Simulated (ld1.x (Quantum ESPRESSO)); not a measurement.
## N (Z = 7): one change to an RRKJ potential, before and after

- Element: nitrogen
- Generator: ld1.x (Quantum ESPRESSO) 7.5
- Type: norm-conserving RRKJ (Kleinman–Bylander form)
- Functional: PBE
- Relativity: non-relativistic
- Frozen core: [He]
- Valence charge: 5
- Reference configuration: 2s2 2p1 (charge +2)
- Partial waves: 2p (bound): rc 2.15 bohr; 3d channel at 0.15 Ry: rc 1.95 bohr; 2s (bound): rc 0.90 bohr
- Local potential: the s channel
- Core correction: Bessel-smoothed model core inside 0.85 bohr

All-electron outer shells of the reference configuration (PBE, non-relativistic, ld1.x):

```json
{"shell": "2s", "level (eV)": "-49.12", "outermost node (bohr)": "0.32", "outermost maximum (bohr)": "0.96"}
{"shell": "2p", "level (eV)": "-37.51", "outermost node (bohr)": "–", "outermost maximum (bohr)": "0.86"}
```

Change: core correction Bessel-smoothed model core inside 1.10 bohr.

Cutoffs: the cutoffs (Ry, on a coarse ladder) from which the occupation-weighted sum of valence levels, in a spherical-Bessel basis at the reference potential, stays within 10 and 1 mRy of its value at 400 Ry; they do not see the model core or the augmentation charge, which bear on the density cutoff. Errors are all-electron minus pseudo energies relative to the spin-unpolarised reference configuration.

Problem. What does the change do?

Solution. The potential gets neither clearly harder nor softer (60 Ry and 140 Ry → 60 Ry and 140 Ry); the errors of the 7 common tests hardly move; neither file shows a bound ghost. A wider model core is smoother and lowers the density cutoff, which this test does not measure.

| quantity | base | changed |
| --- | --- | --- |
| cutoff, loose | 60 Ry | 60 Ry |
| cutoff, tight | 140 Ry | 140 Ry |
| bound ghosts | none | none |
| error for 2s2 2p3, meV [ΔE -42.46 eV] | +694 | +702 |
| error for 2s2 2p2, meV [ΔE -28.86 eV] | +301 | +304 |
| error for 2s2 2p0, meV [ΔE 47.08 eV] | +668 | +674 |
| error for 2s2 2p2.5, meV [ΔE -37.36 eV] | +522 | +528 |
| error for 2s2 2p3.3, meV [ΔE -44.08 eV] | +759 | +767 |
| error for 2s0 2p5, meV [ΔE -19.48 eV] | +1631 | +1665 |
| error for 2s1 2p3, meV [ΔE -17.11 eV] | +684 | +697 |
| s: phases at 2.36 bohr within 0.05 rad from the reference energy up to (Ry; the scan ends near 5) | to the end of the scan | to the end of the scan |
| p: phases at 2.36 bohr within 0.05 rad from the reference energy up to (Ry; the scan ends near 5) | -0.8 | -0.8 |
| d: phases at 2.36 bohr within 0.05 rad from the reference energy up to (Ry; the scan ends near 5) | 4.2 | 4.2 |
